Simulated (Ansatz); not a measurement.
Gas-phase electronic energies from Ansatz, PBE0-D4/def2-TZVP geometries. CCSD(T)/CBS adds triple-zeta CCSD(T) − MP2 to the extrapolated MP2 energy (def2 sets, frozen cores). This one scheme is used for every species. Functionals use def2-TZVPP. For Ge outer-core shells are correlated without core-valence functions, which leaves a few kJ/mol of doubt a bond. Scalar relativity is left out up to krypton.

`Cl[SiH](Cl)[GeH3]` + `CBF` → `C[B](F)[GeH3]` + dichlorosilane  (formal exchange of groups at a Ge–Si bond)

```tsv
level	ΔE (eV)
B97M-V	0.30
CAM-B3LYP-D4	0.30
r2SCAN	0.30
MP2/def2-SVP	0.31
```

What does CCSD(T)/CBS give? (An estimate is asked.)

The calculation gave: +0.29 eV. The listed levels differ from it by 0.01, 0.01, 0.01, 0.02 eV.

Largest T1 diagnostic among the species: 0.013.

The D4 term adds +0.04 eV with B3LYP and +0.02 eV with PBE0; it sums over pairs of atoms, weighted by their polarisabilities, and B3LYP, whose exchange is more repulsive, gets the larger term. Leaving LDA and LC-ωPBE aside and taking each functional with its dispersion term where it has one, the values, not all of them listed here, spread over 0.05 eV, from ωB97X-V to BHLYP-D4.

B3LYP here is the variant with VWN-RPA as its local correlation; programs differ in this.
